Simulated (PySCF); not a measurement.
Correlation energy of Cu²⁺ (copper, charge +2)

[Ar] 3d8 4p1, one real determinant (an excited configuration). Calculation: PySCF 2.14, in aug-cc-pwCVDZ-PP with ECP10MDF (6s6p5d3f, 70 functions); a scalar-relativistic core potential. Frozen: 3s2 3p6; 9 electrons correlated.

| level | correlation energy (mhartree) |
| --- | --- |
| CCSD | -259.11 |
| (T) | -4.99 |
| CCSD(T) | -264.10 |

Diagnostics: T1 = 0.0072, D1 = 0.0229, largest double amplitude 0.036.

Problem. Is a single reference adequate?

Solution. Yes: T1 lies below 0.03 and no double amplitude reaches 0.07.

The reference is one real determinant that mixes LS terms of this configuration.
